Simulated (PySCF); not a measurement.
The electron affinity along group 6

Calculated with PySCF 2.14 from differences of total energies of unrestricted determinants, without spin-orbit coupling. Values in eV. The last column holds reference values (measured affinities from photodetachment; the arrow runs from anion to atom). Unmarked ones compare directly (S terms, centres of terms, or small fine structure); those marked * lie between the lowest fine-structure levels and include a spin-orbit shift.

| element | configurations | MP2 (valence) | SCS-MP2 (valence) | CCSD (valence) | CCSD(T) (valence) | LDA | PBE0 | reference |
| --- | --- | --- | --- | --- | --- | --- | --- | --- |
| Cr (aug-cc-pVTZ, non-relativistic) | [Ar] 3d5 4s2 → [Ar] 3d5 4s1 | 0.129 | 0.227 | 0.484 | 0.596 | 0.668 | 0.300 | 0.676 |
| Mo (aug-cc-pVTZ-PP with ECP28MDF, ECP) | [Kr] 4d5 5s2 → [Kr] 4d5 5s1 | 0.185 | 0.286 | 0.540 | 0.650 | 0.824 | 0.353 | 0.747 |
| W (aug-cc-pVTZ-PP with ECP60MDF, ECP) | [Xe] 4f14 5d5 6s2 → [Xe] 4f14 5d4 6s2 | 0.961 | 0.323 | 1.299 | 1.345 | 1.868 | 1.527 | 0.817 * |

The highest occupied level of the anion is positive for Cr⁻ at LDA, PBE0; Mo⁻ at LDA, PBE0; W⁻ at LDA, PBE0, so there the basis helps to hold the electron.

"Valence" correlates the outer s and p shells and, in groups 3 to 12 and the f block, the outer d or f shell, open or full, or the next shell where the ion has no valence electron left; the wider scheme adds the next inner shell.
